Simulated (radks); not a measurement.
Values are calculated unless marked as measured or tabulated.
Species: Zn XIV. Configuration: [Ne] 3s2 3p5.

Code: a radial shooting solver on a logarithmic mesh with Libxc functionals. Model: scalar-relativistic Kohn-Sham, exchange-only LDA, spin-polarised, spherical densities, point nucleus; open shells are filled with parallel spins first.

Energy parts (Ry):
total: -3430.25405
kinetic: 3489.93814
electron-nucleus: -7729.35796
Hartree: 916.34498
exchange: -107.17921

Orbitals (lengths in bohr, moments of r in powers of bohr):
[
 {"orbital": "1s up", "occ.": "1", "eigenvalue (Ry)": "-729.4389", "<1/r>": "30.17"},
 {"orbital": "1s down", "occ.": "1", "eigenvalue (Ry)": "-729.3672", "<1/r>": "30.17"},
 {"orbital": "2s up", "occ.": "1", "eigenvalue (Ry)": "-115.8470", "<1/r>": "6.603"},
 {"orbital": "2s down", "occ.": "1", "eigenvalue (Ry)": "-115.7785", "<1/r>": "6.604"},
 {"orbital": "2p up", "occ.": "3", "eigenvalue (Ry)": "-104.6993", "<1/r>": "6.478"},
 {"orbital": "2p down", "occ.": "3", "eigenvalue (Ry)": "-104.6160", "<1/r>": "6.478"},
 {"orbital": "3s up", "occ.": "1", "eigenvalue (Ry)": "-35.60524", "<1/r>": "2.408"},
 {"orbital": "3s down", "occ.": "1", "eigenvalue (Ry)": "-35.38676", "<1/r>": "2.405"},
 {"orbital": "3p up", "occ.": "3", "eigenvalue (Ry)": "-32.14038", "<1/r>": "2.318"},
 {"orbital": "3p down", "occ.": "2", "eigenvalue (Ry)": "-31.92247", "<1/r>": "2.315"}
]

The highest occupied level is 3p down at -434.33 eV. For comparison, the ionisation energy in NIST's Atomic Spectra Database is 453.4 eV (semi-empirical). In exact Kohn-Sham theory the highest level is minus the ionisation energy, but local and semilocal functionals leave it too shallow, through self-interaction and a potential that decays too fast; potentials with the right tail come closer. The density falls to 0.001 e/bohr^3 at r = 1.57 bohr.
